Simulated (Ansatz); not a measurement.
Two isomers of C2H6GeO2: A = `[CH3][GeH2][O]C=O`, B = `C[O][Ge][O]C`.

Calculated with Ansatz (gas phase, PBE0-D4/def2-TZVP geometries, no zero-point term in ΔE). CCSD(T)/CBS is the MP2 limit (def2-TZVPP, def2-QZVPP) plus CCSD(T) − MP2 in def2-TZVPP, frozen cores. Functionals use def2-TZVPP. B3LYP here is the variant with VWN-RPA as its local correlation; programs differ in this. For Ge outer-core shells are correlated without core-valence functions, which leaves a few kJ/mol of doubt a bond. Scalar relativity is left out up to krypton. One conformer a species, not always the lowest.

Question: Which is lower in electronic energy at CCSD(T)/CBS, and by how much? (Estimate.)

Answer: The calculation gave: A, by 24.9 kJ/mol.

Question: Give E(B) − E(A) in kJ/mol with HF/def2-TZVPP, BLYP-D4, B2PLYP, r2SCAN-D4, CCSD(T)/def2-SVP, MP2/def2-TZVPP, B3LYP. (Best estimate.)

Answer: Ansatz gave: HF/def2-TZVPP 44.7, BLYP-D4 4.9, B2PLYP 24.8, r2SCAN-D4 38.2, CCSD(T)/def2-SVP 49.0, MP2/def2-TZVPP 44.6, B3LYP 13.2. None reverses the order clearly.

Question: Does the order hold for the free energy at 298.15 K (harmonic terms from PBE0-D4)? (Estimate.)

Answer: Computed: Yes: G(B) − G(A) = +38.3 kJ/mol, for one conformer each. Modes under 60 cm⁻¹, often nearly free rotors, make the harmonic entropy too high.

Largest T1 diagnostic: 0.015.

From BLYP to BHLYP (50 % exact exchange), in def2-TZVPP and without D4, E(B) − E(A) moves by +17.6 kJ/mol. At CCSD(T), def2-SVP lies +24.1 kJ/mol from the extrapolated value and def2-TZVPP +16.6 kJ/mol.
